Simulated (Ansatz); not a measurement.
`[CH3][Al]([OH])[O][SiH3]` + `OC(O)[SiH3]` → `OC([SiH3])O[SiH3]` + `[CH3][Al]([OH])[OH]`  (ligand exchange at the Si–O bond)

Calculated with Ansatz (gas phase, PBE0-D4/def2-TZVP geometries, no zero-point term in ΔE). CCSD(T)/CBS adds triple-zeta CCSD(T) − MP2 to the extrapolated MP2 energy (def2 sets, frozen cores). Functionals use def2-TZVPP. B3LYP here is the variant with VWN-RPA as its local correlation; programs differ in this. One conformer a species, not always the lowest.

Q: Is it downhill or uphill in electronic energy at CCSD(T)/CBS, and by how much? (Best estimate.)

A: Computed: Uphill: ΔE = +6.5 kcal/mol.

Q: What do these levels give: PBE0-D4, B3LYP-D4, ωB97M-V, B2PLYP, B3LYP, HF/def2-TZVPP, MP2/def2-TZVPP, CCSD(T)/def2-TZVPP, MP2/def2-QZVPP, SCS-MP2/def2-QZVPP, MP2/CBS(def2), CCSD/CBS(def2)? (An estimate is asked.)

A: The calculation gave: PBE0-D4 6.7, B3LYP-D4 6.4, ωB97M-V 6.4, B2PLYP 6.9, B3LYP 7.3, HF/def2-TZVPP 9.4, MP2/def2-TZVPP 6.3, CCSD(T)/def2-TZVPP 6.6, MP2/def2-QZVPP 6.2, SCS-MP2/def2-QZVPP 6.8, MP2/CBS(def2) 6.1, CCSD/CBS(def2) 7.0 kcal/mol.

Largest T1 diagnostic among the species: 0.013.

The D4 term adds −0.9 kcal/mol with B3LYP and −0.5 kcal/mol with PBE0; it sums over pairs of atoms, weighted by their polarisabilities, and B3LYP, whose exchange is more repulsive, gets the larger term. From PBE to PBE0 (25 % exact exchange), in def2-TZVPP and without D4, ΔE moves by +0.9 kcal/mol.
